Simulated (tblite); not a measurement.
Species: C4H13BN2Si.
Bonds: B1–N2, N2–Si3, Si3–N4, N2–C5, C5–C6, C6–C7, C7–C8, C5–C8. Hydrogens: H9, H10 on B1; H11, H12 on Si3; H13, H14 on N4; H15 on C5; H16, H17 on C6; H18, H19 on C7; H20, H21 on C8.

Computed with GFN2-xTB (tblite), gas phase: L-BFGS steps from a force-field or distance-geometry start until the largest atomic force falls under 0.01 eV/Å.

Step 10: E = -654.0172 eV
```
atom  x, y, z in Å  |  force x, y, z in eV/Å
B1     -0.7412   -2.1659   -0.4328   -0.061   0.015  -0.052
N2     -0.6862   -0.7416   -0.3663    0.002   0.095   0.097
Si3    -1.9202    0.1637    0.4663    0.143  -0.214   0.502
N4     -2.3982    1.5745   -0.4092   -0.001   0.000  -0.007
C5      0.6937   -0.2963   -0.4998   -0.331   0.008   0.253
C6      1.4789   -0.5851    0.8052   -0.173  -0.233  -0.378
C7      2.3639    0.6169    0.4748   -0.328   0.050   0.019
C8      1.1767    1.1715   -0.3605   -0.221  -0.350  -0.167
H9     -0.2891   -2.7136   -1.3823    0.110   0.063   0.339
H10    -1.1537   -2.7476    0.5076   -0.313  -0.102  -0.451
H11    -1.3539    0.6922    1.7479   -0.340  -0.049  -0.301
H12    -2.9982   -0.8410    0.7177    0.273   0.371  -0.056
H13    -3.0200    2.1940    0.0880    0.075  -0.008  -0.021
H14    -2.7089    1.5118   -1.3676    0.112  -0.110   0.031
H15     1.1098   -0.7932   -1.3961    0.098   0.226   0.425
H16     1.8889   -1.5856    0.9045    0.316  -0.008  -0.012
H17     0.8071   -0.4111    1.6582    0.338   0.062  -0.271
H18     3.2323    0.2985   -0.1144   -0.315   0.279  -0.060
H19     2.7082    1.1970    1.3234   -0.009   0.218   0.025
H20     1.3450    1.7273   -1.2814    0.312  -0.142  -0.025
H21     0.4561    1.7507    0.2255    0.313  -0.169   0.111
```

Step 11: E = -654.1033 eV
```
atom  x, y, z in Å  |  force x, y, z in eV/Å
B1     -0.7768   -2.1726   -0.4308    0.177   0.159  -0.046
N2     -0.6942   -0.7579   -0.3132    0.236   0.139  -0.091
Si3    -1.9383    0.1606    0.4798    0.255  -0.121   0.616
N4     -2.4125    1.5571   -0.4061    0.045   0.147  -0.072
C5      0.6828   -0.3031   -0.4908   -0.159   0.055   0.299
C6      1.4991   -0.5828    0.7980   -0.241  -0.317  -0.392
C7      2.3744    0.6241    0.4713   -0.456   0.069   0.005
C8      1.1829    1.1649   -0.3585   -0.430  -0.360  -0.308
H9     -0.2583   -2.6771   -1.3581    0.129  -0.099   0.134
H10    -1.2142   -2.7960    0.4578   -0.445  -0.100  -0.280
H11    -1.3921    0.7191    1.7560   -0.293  -0.072  -0.278
H12    -2.9870   -0.8530    0.7220    0.063   0.244   0.000
H13    -3.0005    2.2162    0.0801    0.051  -0.047  -0.051
H14    -2.6819    1.5178   -1.3768    0.059  -0.114   0.033
H15     1.0925   -0.7957   -1.3972   -0.027   0.242   0.516
H16     1.9279   -1.5721    0.8729    0.315  -0.177   0.077
H17     0.8337   -0.4206    1.6566    0.347   0.032  -0.211
H18     3.2537    0.3235   -0.1113   -0.337   0.282  -0.022
H19     2.6826    1.2142    1.3248    0.107   0.203   0.045
H20     1.3519    1.6981   -1.2891    0.289  -0.033  -0.089
H21     0.4654    1.7523    0.2215    0.314  -0.131   0.115
```

Step 12: E = -654.1946 eV
```
atom  x, y, z in Å  |  force x, y, z in eV/Å
B1     -0.8121   -2.1775   -0.4283    0.345   0.186   0.023
N2     -0.7018   -0.7760   -0.2500    0.343   0.144  -0.285
Si3    -1.9564    0.1561    0.5050    0.340   0.120   0.413
N4     -2.4279    1.5374   -0.4027    0.084   0.212  -0.092
C5      0.6661   -0.3105   -0.4757    0.075   0.050   0.261
C6      1.5205   -0.5867    0.7829   -0.139  -0.305  -0.227
C7      2.3785    0.6344    0.4682   -0.454   0.065  -0.030
C8      1.1833    1.1526   -0.3631   -0.482  -0.233  -0.301
H9     -0.2200   -2.6357   -1.3278    0.128  -0.234  -0.014
H10    -1.2953   -2.8540    0.3925   -0.485   0.011  -0.231
H11    -1.4425    0.7499    1.7611   -0.169  -0.036  -0.088
H12    -2.9723   -0.8632    0.7272   -0.244   0.016   0.089
H13    -2.9761    2.2410    0.0676    0.047  -0.100  -0.069
H14    -2.6495    1.5241   -1.3856    0.032  -0.143   0.066
H15     1.0704   -0.7942   -1.3881   -0.137   0.172   0.461
H16     1.9794   -1.5610    0.8379    0.260  -0.281   0.115
H17     0.8731   -0.4322    1.6503    0.264  -0.042  -0.043
H18     3.2712    0.3590   -0.1052   -0.330   0.266  -0.012
H19     2.6557    1.2376    1.3263    0.128   0.112  -0.010
H20     1.3639    1.6645   -1.3013    0.203   0.032  -0.138
H21     0.4828    1.7515    0.2176    0.190  -0.011   0.112
```

**Question.** Estimate the geometry and energy of step 13. (The exact step hangs on the optimiser's Hessian estimate; all steps are aligned on step 12, rigid shifts and turns removed.)

**Answer.** E = -654.2582 eV, largest force 0.527 eV/Å
```
atom  x, y, z in Å  |  force x, y, z in eV/Å
B1     -0.8300   -2.1779   -0.4260    0.359   0.098   0.081
N2     -0.7049   -0.7860   -0.2125    0.249   0.129  -0.329
Si3    -1.9619    0.1562    0.5276    0.263   0.203   0.025
N4     -2.4365    1.5258   -0.4004    0.193   0.111  -0.031
C5      0.6532   -0.3158   -0.4610    0.211   0.022   0.149
C6      1.5333   -0.5961    0.7682    0.061  -0.186   0.035
C7      2.3717    0.6426    0.4662   -0.314   0.036  -0.071
C8      1.1755    1.1402   -0.3715   -0.328  -0.023  -0.146
H9     -0.1923   -2.6121   -1.3034    0.129  -0.299  -0.079
H10    -1.3585   -2.8907    0.3390   -0.437   0.158  -0.248
H11    -1.4803    0.7693    1.7622   -0.010   0.071   0.205
H12    -2.9644   -0.8656    0.7319   -0.403  -0.114   0.142
H13    -2.9579    2.2542    0.0577   -0.007  -0.053  -0.032
H14    -2.6263    1.5239   -1.3882    0.008  -0.162   0.017
H15     1.0556   -0.7885   -1.3705   -0.155   0.020   0.227
H16     2.0200   -1.5581    0.8165    0.168  -0.267   0.092
H17     0.9059   -0.4401    1.6433    0.145  -0.135   0.142
H18     3.2721    0.3899   -0.1022   -0.266   0.225  -0.043
H19     2.6389    1.2556    1.3253    0.062   0.012  -0.073
H20     1.3780    1.6408   -1.3114    0.069   0.032  -0.137
H21     0.4995    1.7494    0.2182    0.003   0.123   0.075
```

The energy changes by -0.0636 eV. The first-order estimate −F·Δx gives -0.0919 eV and the mean of the old and new forces, exact on a quadratic surface, -0.0635 eV. The step makes an angle of 69° with the force vector and moves no atom by more than 0.091 Å.

What follows is the cost of the whole relaxation. On one thread, Arm Neoverse N1 (aarch64), shared host with 64 logical CPUs at a one-minute load of 61, this took 2.4 s wall.
